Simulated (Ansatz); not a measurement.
Ansatz results at the PBE0-D4/def2-TZVP geometry: LUMO energy (PBE/def2-TZVPP) -1.74 eV; HOMO energy (PBE/def2-TZVPP) -5.76 eV; HOMO energy (ωB97M-V/def2-TZVPP) -8.83 eV.

Task: Which molecule gave them?
A. `C[SiH](F)CN`
B. `[AlH2][CH]1C[SiH2]1`
C. `C[CH]1[AlH][SiH2]1`
D. `[CH2]1C[SiH2][AlH]1`

Result: B. The others give `C[CH]1[AlH][SiH2]1`: -2.49, -5.07, -7.98; `C[SiH](F)CN`: -0.24, -5.56, -9.43; `[CH2]1C[SiH2][AlH]1`: -2.50, -5.70, -8.69.
